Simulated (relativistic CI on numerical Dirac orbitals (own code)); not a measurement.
**Level scheme of Tl29+**

Method of calculation: Dirac-Coulomb-Breit CI, KLI orbitals optimised for each configuration, model QED, unscaled Slater integrals (own radial code, finite nucleus).

CI space (outside the closed core [Ar] 3d10 4p6 4d10): 4s²4f⁶, 4s²4f⁵5s, 4s²4f⁴5s², 4s4f⁷, 4s²4f⁵6s, 4f⁸. Levels of other configurations are missing.

The lowest level is 4s²4f⁶ ⁵D0, with 44 % of that term; Hund's rules for 4s²4f⁶ give ⁷F with J = 0, of which the calculation keeps J, while another term leads.

```
No.  Configuration  Term   J   E (eV)   %  Next component (%)
  1         4s²4f⁶    ⁵D   0   0.0000  44               31 ⁷F
  2         4s²4f⁶    ⁷F   1   2.4918  55               38 ⁵D
  3         4s²4f⁶    ⁷F   2   4.5146  71               23 ⁵D
  4         4s²4f⁶    ⁷F   3   6.0520  77               10 ⁵D
  5         4s²4f⁶    ⁷F   4   7.2397  76                9 ⁵G
  6         4s²4f⁶    ⁷F   5   8.0645  68               18 ⁵G
  7         4s²4f⁶    ⁷F   6   8.0799  42               30 ⁵G
  8         4s²4f⁶    ⁷F   0   8.0825  56               32 ³P
  9         4s²4f⁶    ⁵L   6  10.9785  32               25 ³K
 10         4s²4f⁶    ⁵D   1  11.0390  36               35 ⁷F
 11         4s²4f⁶    ³F   2  12.7885  34               31 ⁵G
 12         4s²4f⁶    ⁵H   3  13.4449  27               22 ³G
 13         4s²4f⁶    ⁵D   2  13.5953  60               14 ⁵F
 14         4s²4f⁶    ⁵L   7  13.6503  52               21 ³K
 15         4s²4f⁶    ⁵H   5  13.8821  20               16 ³I
 16         4s²4f⁶    ⁵H   4  14.1715  25               18 ⁵I
 17         4s²4f⁶    ⁵L   6  14.8088  29               19 ⁷F
 18         4s²4f⁶    ⁵L   8  15.2312  58               12 ³K
 19         4s²4f⁶    ⁵L  10  15.3893  40               33 ³M
 20         4s²4f⁶    ⁵D   3  15.4375  39               23 ⁵F
 21         4s²4f⁶    ⁵G   4  16.0048  28               19 ⁵H
 22         4s²4f⁶    ⁵L   9  16.1695  63               19 ³M
 23         4s²4f⁶    ⁵G   5  16.4137  16               13 ³I
 24         4s²4f⁶    ⁵G   2  16.6350  34               14 ³D
 25         4s²4f⁶    ⁵D   0  16.9832  59               18 ³P
 26         4s²4f⁶    ⁵H   7  17.0552  36               25 ⁵I
 27         4s²4f⁶    ⁵G   3  17.2046  36               27 ⁵D
 28         4s²4f⁶    ⁵H   4  17.5113  27               20 ³H
 29         4s²4f⁶    ⁵K   6  17.6539  22               18 ³H
 30         4s²4f⁶    ⁵I   5  17.8290  35               23 ⁵G
 31         4s²4f⁶    ⁵H   3  17.8380  31               18 ⁵G
 32         4s²4f⁶    ⁵G   4  18.0140  31               19 ⁵I
 33         4s²4f⁶    ⁵K   5  18.1775  35               14 ⁵H
 34         4s²4f⁶    ⁵F   1  18.4730  58               23 ³D
 35         4s²4f⁶    ³K   8  18.7862  23               17 ¹L
 36         4s²4f⁶    ⁵I   6  18.9596  28               20 ³H
 37         4s²4f⁶    ⁵D   4  19.3113  33               29 ³F
 38         4s²4f⁶    ³O  10  19.3634  46               34 ⁵L
 39         4s²4f⁶    ⁵I   8  19.3697  43               18 ⁵K
 40         4s²4f⁶    ⁵K   7  19.4435  32               21 ³K
 41         4s²4f⁶    ⁵G   2  19.4729  47               20 ⁵F
 42         4s²4f⁶    ⁵K   6  19.6124  30               18 ³I
 43         4s²4f⁶    ⁵G   2  20.1175  25               23 ⁵P
 44         4s²4f⁶    ⁵G   3  20.1234  30               25 ⁵H
 45         4s²4f⁶    ⁵H   5  20.1698  38               29 ³H
 46         4s²4f⁶    ⁵G   6  20.8223  31               16 ³I
 47         4s²4f⁶    ⁵P   3  20.9563  20               19 ⁵D
 48         4s²4f⁶    ³N   9  21.0598  44               22 ⁵L
 49         4s²4f⁶    ⁵H   4  21.0924  28               20 ⁵F
 50         4s²4f⁶    ⁵H   6  21.1270  29               19 ⁵G
 51         4s²4f⁶    ³P   1  21.2177  50               34 ⁵D
 52         4s²4f⁶    ³I   5  21.2482  26               26 ⁵F
 53         4s²4f⁶    ³M   8  21.3278  43               16 ³K
 54         4s²4f⁶    ³O  11  21.4469  71               29 ³N
 55         4s²4f⁶    ⁵I   7  21.7200  32               29 ⁵K
 56         4s²4f⁶    ³O  12  21.9154  65               35 ¹Q
 57         4s²4f⁶    ⁵G   5  22.2233  31               19 ⁵I
 58         4s²4f⁶    ⁵P   1  22.3825  38               31 ⁵D
 59         4s²4f⁶    ⁵K   9  22.4259  53               20 ³M
 60         4s²4f⁶    ⁵D   4  22.5394  43               21 ³F
 61         4s²4f⁶    ⁵H   7  22.6232  32               25 ³I
 62         4s²4f⁶    ⁵H   3  22.8496  25               20 ⁵F
 63         4s²4f⁶    ³H   4  23.2608  39               23 ⁵G
 64         4s²4f⁶    ³K   7  23.3837  41               19 ³L
 65         4s²4f⁶    ³H   4  23.5827  23               15 ⁵G
 66         4s²4f⁶    ³K   6  23.7079  43               23 ⁵I
 67         4s²4f⁶    ³M   8  23.8109  55               15 ⁵K
 68         4s²4f⁶    ³N  10  23.8125  53               25 ¹N
 69         4s²4f⁶    ⁵G   2  23.8602  26               22 ⁵D
 70         4s²4f⁶    ³I   5  23.9823  20               16 ³H
```

Energies count from the lowest computed level.

The mean weight of the leading LS term, summed over parents, in these 70 levels is 40 %, and that of the leading jj configuration (from the same eigenvectors) 58 %, so jj coupling describes them better and the LS labels are nominal.

At this charge energies of transitions that change n are usually good to better than 1 %, and those within a shell (Δn = 0) to a few per cent. Terms inside the open d or f shell come out 10 to 20 % too wide with unscaled integrals.

LS names give the leading component of a level, which can be under half, so a name can repeat, a term be missing and a line seem to break the LS rules.
